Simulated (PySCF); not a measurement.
Mn(OH)₂, sextet: data card

Level of theory: UPBE/[Mn def2-SVP, O def2-SVP, H def2-SVP], no relativity, density fitting, PySCF.

The structure is a minimum.

Coordinates in bohr (charge 0 multiplicity 6):
```
Mn    0.0000    0.0000    0.0697
O     3.3941   -0.2985   -0.1654
O    -3.3941    0.2985   -0.1654
H     4.4929   -1.4220    0.7828
H    -4.4929    1.4220    0.7828
```

```json
{
  "Point group": "C2",
  "Bond lengths": "Mn–O 1.807 Å (×2), O–H 0.971 Å (×2)",
  "Bond angles": "H–O–Mn 127.8° (×2), O–Mn–O 172.1°",
  "Zero-point energy": "61.4 kJ/mol",
  "Rotational constants": "14.1, 0.1447, 0.1445 cm⁻¹",
  "Highest occupied level (α)": "-4.72 eV",
  "Dipole moment": "1.81 D",
  "Atomisation energy without zero-point energy": "1706 kJ/mol",
  "Heat capacity Cp at 298.15 K": "75.5 J/(mol K)",
  "Entropy at 298.15 K and 1 bar (electronic part: spin only)": "308.0 J/(mol K)",
  "Principal polarisabilities": "22.0, 22.1, 48.1 bohr³",
  "Enthalpy at 298.15 K above 0 K": "17.09 kJ/mol",
  "Principal quadrupole moments (Buckingham, traceless) about the centre of mass": "-8.36, 1.47, 6.89 D Å",
  "Rotational symmetry number": "2",
  "Spin squared ⟨S²⟩": "8.763",
  "Lowest empty level (β)": "-2.82 eV"
}
```

Harmonic modes (masses in u: Mn 54.938, O 15.995, H 1.008):
| symmetry | ω (cm⁻¹) | IR (km/mol) | μ (u) |
| --- | --- | --- | --- |
| a | 109 | 6.4 | 6.83 |
| b | 109 | 5.4 | 2.92 |
| a | 206 | 95.7 | 1.12 |
| b | 451 | 277 | 1.20 |
| a | 481 | 47.9 | 1.31 |
| a | 623 | 1.3 | 4.47 |
| b | 743 | 168 | 8.72 |
| a | 3773 | 8.7 | 1.07 |
| b | 3773 | 91.4 | 1.07 |

In C2 the vibrations span 5a + 4b.

Charges (e):
| atom | Mulliken | Löwdin | polar tensor | spin (Mulliken) | Mayer order to Mn1 |
| --- | --- | --- | --- | --- | --- |
| Mn1 | 0.72 | 0.54 | 1.12 | 4.84 | – |
| O2,3 | -0.53 | -0.33 | -0.82 | 0.07 | 1.04 |
| H4,5 | 0.17 | 0.06 | 0.26 | 0.01 | 0.02 |
Other Mayer orders above 0.3: O–H 0.96 (×2).

Mulliken populations on Mn1: s 6.60, p 12.43, d 5.25, f 0.00.

This need not be the most stable arrangement of these atoms. Open d and f shells are described by one determinant, and the ground state may have another occupation or spin.

The final relaxation and frequency run took 40 s on 2 threads of a shared Intel Xeon 6975P-C (Granite Rapids) host, with 69 basis functions and 15 gradients; the process peaked at 0.94 GiB.
